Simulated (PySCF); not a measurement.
Several molecules and their computed UV-vis stick spectra, shuffled. Method: TDDFT CAM-B3LYP/def2-SVPD, vertical, gas phase, core orbitals frozen in the response, def2 core potentials past Kr in PySCF. Geometries: PBE0-D3(BJ)/def2-SVP; one conformer of each isolated species. Triplets are in the Tamm–Dancoff approximation. Atoms past krypton carry core potentials; spin–orbit coupling is left out.

A. `[H][Sn]([CH3])([CH3])[Br]`
B. `C/C=N\C`
C. `C/N=C/[SiH]([SiH3])[SiH3]`
D. `FB(F)[BH2-][PH3+]`
E. `B1CCCC1`

Lowest singlet levels (six at most, fewer where fewer were computed) with oscillator strengths:

1. 5.98 eV (f 0.025); 6.01 eV (f 0.026); 7.12 eV (f 0.073); 7.30 eV (f 0.015); 7.37 eV (f 0.039); 7.45 eV (f 0.012); T1 5.57 eV
2. 4.45 eV (f 0.004); 6.09 eV (f 0.080); 6.54 eV (f 0.063); 6.76 eV (f 0.002); 6.83 eV (f 0.160); 6.95 eV (f 0.133); T1 3.65 eV
3. 7.14 eV (f 0.022); 7.39 eV (f 0.010); 7.70 eV (f 0.006); 7.84 eV (f 0.039); 7.99 eV (f 0.053); 8.10 eV (f 0.008); T1 6.04 eV
4. 4.91 eV (f 0.000); 6.77 eV (f 0.022); 7.61 eV (f 0.080); 7.66 eV (f 0.163); 7.90 eV (f 0.007); 8.03 eV (f 0.053); T1 4.11 eV
5. 5.91 eV (f 0.000); 6.30 eV (f 0.003); 7.58 eV (f 0.034); 7.86 eV (f 0.004); 7.90 eV (f 0.008); 8.03 eV (f 0.009); T1 5.37 eV

Task: Which spectrum belongs to which structure?

Result: 1 = A, 2 = C, 3 = D, 4 = B, 5 = E.
- A: S1 at 5.98 eV, HOMO→LUMO (90%); Löwdin shares by element: HOMO bromine 72%, carbon 16%, tin 8%; LUMO tin 36%, bromine 33%, hydrogen 12% or more, carbon 6% or more; HOMO -9.04 and LUMO 0.34 eV.
- B: S1 at 4.91 eV, HOMO→LUMO (98%); Löwdin shares by element: HOMO nitrogen 58%, carbon 30%; LUMO carbon 48%, nitrogen 34% (atoms not listed hold the other 19%); HOMO -8.35 and LUMO 1.10 eV.
- C: S1 at 4.45 eV, HOMO→LUMO (88%); Löwdin shares by element: HOMO nitrogen 48%, carbon 23%, silicon 9% or more (atoms not listed hold the other 20%); LUMO nitrogen 30%, carbon 28% or more, silicon 21% or more (atoms not listed hold the other 21%); HOMO -8.61 and LUMO 0.10 eV.
- D: S1 at 7.14 eV, HOMO→LUMO+1 (60%), HOMO→LUMO+4 (34%); Löwdin shares by element: HOMO boron 59%, fluorine 19% (atoms not listed hold the other 22%); LUMO hydrogen 27% or more, phosphorus 27%, boron 17% or more (atoms not listed hold the other 29%); HOMO -9.67 and LUMO 0.56 eV.
- E: S1 at 5.91 eV, HOMO→LUMO (96%); Löwdin shares by element: HOMO carbon 52% or more, boron 27% (atoms not listed hold the other 21%); LUMO boron 48%, carbon 25% or more, hydrogen 10% or more (atoms not listed hold the other 17%); HOMO -9.78 and LUMO 0.46 eV; point group C2, 1 of its 6 listed states under f = 0.0005.
A and E have S1 within 0.07 eV of each other; their strongest listed levels stand at 7.12 eV (f 0.073) and 7.58 eV (f 0.034).
